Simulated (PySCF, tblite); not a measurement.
Isomers of C5H5N3O. All values are computed: GFN2-xTB (tblite) harmonic vibrations without scaling, gas phase. The method is semi-empirical: single wavenumbers can be off by several per cent or more. One conformer each.

Electronic energies: PBE0/pcSseg-1 single points on the GFN2-xTB geometries (PySCF, gas phase).

```csv
SMILES,"electronic energy, lowest = 0 (kcal/mol)"
CC(=O)c1cnncn1,0.0
Cc1nnncc1C=O,17.6
CC(=O)c1ccnnn1,13.5
Cc1cc(C=O)nnn1,15.5
Cc1cnnnc1C=O,17.2
Cc1nncc(C=O)n1,2.0
```

How do GFN2-xTB zero-point energies change the relative energies?

| SMILES | ZPE (kcal/mol) | of it from modes above 1550 cm⁻¹ | electronic (kcal/mol) | with ZPE, lowest = 0 (kcal/mol) | lowest mode (cm⁻¹) | rings |
| --- | --- | --- | --- | --- | --- | --- |
| CC(=O)c1cnncn1 | 61.0 | 24.4 | 0.0 | 0.0 | 47 | 1 |
| Cc1nncc(C=O)n1 | 60.5 | 24.0 | 2.0 | 1.5 | 44 | 1 |
| CC(=O)c1ccnnn1 | 60.7 | 24.4 | 13.5 | 13.3 | 7i | 1 |
| Cc1cc(C=O)nnn1 | 60.4 | 24.0 | 15.5 | 15.0 | 45 | 1 |
| Cc1cnnnc1C=O | 60.7 | 23.9 | 17.2 | 16.9 | 65 | 1 |
| Cc1nnncc1C=O | 60.5 | 23.8 | 17.6 | 17.1 | 50 | 1 |

The zero-point energies span 0.6 kcal/mol, from `Cc1cc(C=O)nnn1` to `CC(=O)c1cnncn1`. Slightly imaginary modes are left out of the zero-point energy: `CC(=O)c1ccnnn1` 7.2i cm⁻¹. The order is unchanged.

And how do the electronic energies of GFN2-xTB itself compare?

`CC(=O)c1cnncn1` 0.0; `Cc1nncc(C=O)n1` 1.9; `CC(=O)c1ccnnn1` 13.0; `Cc1cc(C=O)nnn1` 15.4; `Cc1cnnnc1C=O` 15.7; `Cc1nnncc1C=O` 15.0 kcal/mol, lowest = 0. Against the energies above, taken from the same isomer `CC(=O)c1cnncn1`, the largest difference is 2.6 kcal/mol.

What do entropy and thermal enthalpy add at 298.15 K and 1 bar (rigid rotor, harmonic oscillator, one conformer each)?

```tsv
SMILES	point group	symmetry number	S (cal/(mol K))	H − H(0) (kcal/mol)	ZPE + H − H(0) − TS (kcal/mol)
CC(=O)c1cnncn1	C1	1	90.9	5.78	39.6
Cc1nncc(C=O)n1	C1	1	92.2	5.92	39.0
Cc1cc(C=O)nnn1	Cs	1	93.1	5.99	38.7
Cc1cnnnc1C=O	Cs	1	90.3	5.82	39.6
```

Not tabulated: `CC(=O)c1ccnnn1` (lowest mode only 7i cm⁻¹); `Cc1nnncc1C=O` (point group not settled).
